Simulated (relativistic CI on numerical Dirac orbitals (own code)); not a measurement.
## Calculated levels, Pt43+

Method of calculation: Dirac-Coulomb-Breit CI, separate exchange-only KLI orbitals for each configuration, model QED (radiative potential, 1s self-energy scaled to tabulated hydrogen-like ionisation energies), unscaled Slater integrals (own radial code, finite nucleus).

Configurations in the expansion (outside the closed core [Ar] 3d10): 4s²4p⁵, 4s4p⁶, 4s²4p⁴4d, 4s4p⁵4d, 4s²4p⁴4f, 4s4p⁵4f, 4p⁶4d, 4s4p⁴4d², 4s²4p³4d4f, 4p⁶4f, 4p⁵4d4f, 4p⁵4d², 4p⁴4d³, 4p⁴4d²4f. Double excitations out of closed p, d and f shells are left out; levels of such configurations are missing from the list, as are those of other unlisted configurations, and high levels can miss mixing partners.

The lowest level is 4s²4p⁵ ²P°3/2, with 100 % of that term; Hund's rules for 4s²4p⁵ give ²P° with J = 3/2, in agreement.

| No. | Configuration | Term | J | E (10³ cm⁻¹) | % | Landé g |
| --- | --- | --- | --- | --- | --- | --- |
| 1 | 4s²4p⁵ | ²P° | 3/2 | 0.0 | 100 | 1.328 |
| 2 | 4s²4p⁵ | ²P° | 1/2 | 996.3 | 99 | 0.658 |
| 3 | 4p⁴(3P)4d | ⁴D | 3/2 | 1303.9 | 36 | 1.181 |
| 4 | 4p⁴(3P)4d | ⁴D | 5/2 | 1326.7 | 41 | 1.203 |
| 5 | 4p⁴(3P)4d | ⁴P | 1/2 | 1327.6 | 47 | 1.657 |
| 6 | 4p⁴(3P)4d | ²F | 7/2 | 1348.7 | 33 | 1.120 |
| 7 | 4p⁴(1S)4d | ²D | 3/2 | 1426.9 | 63 | 0.850 |
| 8 | 4p⁴(3P)4d | ²F | 7/2 | 1522.0 | 48 | 1.249 |
| 9 | 4p⁴(3P)4d | ⁴F | 9/2 | 1534.7 | 69 | 1.260 |
| 10 | 4p⁴(3P)4d | ²P | 1/2 | 1542.7 | 51 | 1.278 |
| 11 | 4p⁴(1S)4d | ²D | 5/2 | 1649.1 | 52 | 1.215 |
| 12 | 4p⁴(3P)4d | ²D | 3/2 | 1694.5 | 35 | 1.181 |
| 13 | 4p⁴(3P)4d | ²D | 5/2 | 1725.2 | 48 | 1.155 |
| 14 | 4s4p⁶ | ²S | 1/2 | 1931.0 | 78 | 1.999 |
| 15 | 4p⁴(3P)4d | ⁴D | 1/2 | 2253.5 | 80 | 0.194 |
| 16 | 4p⁴(3P)4d | ⁴D | 3/2 | 2296.5 | 34 | 0.961 |
| 17 | 4p⁴(3P)4d | ⁴F | 5/2 | 2333.6 | 46 | 0.987 |
| 18 | 4p⁴(1D)4d | ²G | 7/2 | 2344.3 | 59 | 1.004 |
| 19 | 4p⁴(3P)4d | ⁴D | 7/2 | 2492.4 | 43 | 1.298 |
| 20 | 4p⁴(1D)4d | ²P | 3/2 | 2502.8 | 53 | 1.351 |
| 21 | 4p⁴(3P)4d | ²D | 5/2 | 2503.9 | 57 | 1.160 |
| 22 | 4p⁴(1D)4d | ²S | 1/2 | 2506.6 | 40 | 1.808 |
| 23 | 4p⁴(3P)4d | ²P | 3/2 | 2526.1 | 48 | 1.173 |
| 24 | 4p⁴(3P)4d | ²F | 5/2 | 2543.1 | 47 | 1.139 |
| 25 | 4p⁴(1D)4d | ²G | 9/2 | 2550.4 | 68 | 1.175 |
| 26 | 4p⁴(1D)4d | ²D | 5/2 | 2569.5 | 53 | 1.227 |
| 27 | 4p⁴(1D)4d | ²F | 7/2 | 2606.6 | 75 | 1.145 |
| 28 | 4p⁴(3P)4d | ²D | 3/2 | 2744.9 | 66 | 0.843 |
| 29 | 4p⁴(3P)4d | ²P | 1/2 | 2800.1 | 71 | 1.034 |
| 30 | 4p⁴(3P)4f | ⁴F° | 5/2 | 3124.2 | 32 | 1.021 |

Energies count from the lowest computed level; ° marks odd parity. Percentages are summed over parent terms; the parents shown are those of the largest component, closed shells are left out there.

The mean weight of the leading LS term, summed over parents, in these 30 levels is 56 %, and that of the leading jj configuration (from the same eigenvectors) 93 %, so jj coupling describes them better and the LS labels are nominal.

At this charge energies of transitions that change n are usually good to better than 1 %, and those within a shell (Δn = 0) to a few per cent.

LS names give the leading component of a level, which can be under half, so a name can repeat, a term be missing and a line seem to break the LS rules.
